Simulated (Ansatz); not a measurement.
Consider the ligand exchange at the Si–O bond: `O[SiH2][O][GeH3]` + `CN[SiH2]Cl` → `CN([SiH2]O)[SiH2]Cl` + `[OH][GeH3]`.

Calculated with Ansatz (gas phase, PBE0-D4/def2-TZVP geometries, no zero-point term in ΔE). CBS: MP2 limit from def2 TZ/QZ plus the TZ coupled-cluster correction, frozen cores. For Ge outer-core shells are correlated without core-valence functions, which leaves a few kJ/mol of doubt a bond. Scalar relativity is left out up to krypton. One conformer a species, not always the lowest.

```csv
species,CCSD(T)/CBS(def2) energy (Eh)
`O[SiH2][O][GeH3]`,-2519.25526
`CN[SiH2]Cl`,-845.29269
`CN([SiH2]O)[SiH2]Cl`,-1210.82695
`[OH][GeH3]`,-2153.69723
```

Question: Work out ΔE.

Answer: ΔE = (-1210.82695) + (-2153.69723) − (-2519.25526) − (-845.29269) = 0.02377 Eh = +14.9 kcal/mol.

Largest T1 diagnostic among the species: 0.012.

In def2-TZVPP, CCSD(T) changes the Hartree–Fock value by −5.2 kcal/mol (the triples alone add −0.8 kcal/mol) and MP2 by −5.6 kcal/mol. The D4 term adds −2.5 kcal/mol with B3LYP and −1.4 kcal/mol with PBE0; it sums over pairs of atoms, weighted by their polarisabilities, and B3LYP, whose exchange is more repulsive, gets the larger term.

B3LYP here is the variant with VWN-RPA as its local correlation; programs differ in this.
